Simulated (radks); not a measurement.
Values are calculated unless marked as measured or tabulated.
Charge is removed step by step from the 3p (averaged over the sub-levels emptied) level of Cr, starting from [Ar] 3d5 4s1. Code: a radial shooting solver on a logarithmic mesh with Libxc functionals. Model: Dirac Kohn-Sham, BLYP, spin-unpolarised, spherical densities, finite nucleus; open shells are shared between the two j in proportion to 2j + 1; Fermi nuclear charge, rms radius 3.6452 fm.

removed (e),E - E(0) (eV),eigenvalue (eV),E minus straight line (eV)
0,0.000,-45.274,0.000
0.25,11.656,-48.042,-1.185
0.5,24.051,-51.168,-1.632
0.75,37.265,-54.590,-1.260
1,51.366,-58.259,0.000

Removing the whole electron costs 51.366 eV by Delta-SCF, against 45.274 eV from minus the eigenvalue at the starting occupation. Slater's transition state (half an electron removed) gives 51.168 eV. Integrating minus the eigenvalue over the occupation (Janak's theorem) gives 51.366 eV. The mean slope of the eigenvalue, de/dn, is 13.0 eV per electron.
